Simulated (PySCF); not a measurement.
Compound: C₅H₉F₃NP.
Numbering: `[CH3:1]/[CH:2]=[CH:3]/[P@:4]([CH3:5])(=[NH:6])[C:7]([F:8])([F:9])[F:10]` (hydrogens: H11, H12, H13 on C1; H14 on C2; H15 on C3; H16, H17, H18 on C5; H19 on N6)

Computed with PySCF, PBE0-D3(BJ)/def2-SVP geometry optimisation, gas phase.

Q: Give the optimised bond lengths and angles.

A: 
```
                  bond  length (bohr)
                 C1–C2          2.810
                 C2=C3          2.529
                 C3–P4          3.380
                 P4–C5          3.444
                 P4=N6          2.951
                 P4–C7          3.591
                 C7–F8          2.508
         C7–F9, C7–F10          2.536
C1–H11, C1–H12, C1–H13          2.082
                C2–H14          2.076
                C3–H15          2.070
C5–H16, C5–H17, C5–H18          2.078
                N6–H19          1.921
```

Bonds in one row agree within 0.02 bohr and their mean is given. A selection of angles:
```
     angle  degrees
 C2–C1–H11    112.5
 C2–C1–H12    110.5
H11–C1–H12    108.7
H12–C1–H13    106.1
  C1–C2–C3    125.7
 C1–C2–H14    117.9
 C3–C2–H14    116.4
  C2–C3–P4    119.3
 C2–C3–H15    122.3
 P4–C3–H15    118.4
  C3–P4–C5    106.9
  C3–P4–N6    109.9
  C3–P4–C7    101.7
  C5–P4–N6    121.0
  C5–P4–C7     98.2
  N6–P4–C7    116.9
 P4–C5–H16    108.1
 P4–C5–H17    111.2
 P4–C5–H18    109.2
H16–C5–H17    109.9
 P4–N6–H19    116.0
  P4–C7–F8    111.5
  P4–C7–F9    110.1
  F8–C7–F9    108.0
```

Dihedral angles: C1–C2–C3–P4 180° (antiperiplanar); C2–C3–P4–C5 131° (anticlinal); C3–P4–C7–F8 69° (synclinal); H19–N6–P4–C3 174° (antiperiplanar).

The 3 C–P bonds span 1.788 Å (C3–P4, drawn single) to 1.900 Å (P4–C7, drawn single), a spread of 0.112 Å. The C–C distances run from 1.338 Å (C2=C3, drawn double) to 1.487 Å (C1–C2, drawn single), a spread of 0.149 Å. P4 (phosphorus bonded to 3 C and N) is distorted tetrahedral (angles from 98.2° to 121.0°). Of the pairs four or more bonds apart, N6···H14 is among the closest relative to their van der Waals radii: 2.44 Å, 89 % of the sum of Bondi's values.

Point group: C1 (no symmetry element, even within 0.4 Å). Not checked by PBE0-D3(BJ)/def2-SVP frequencies. The numbers are those of one conformer.
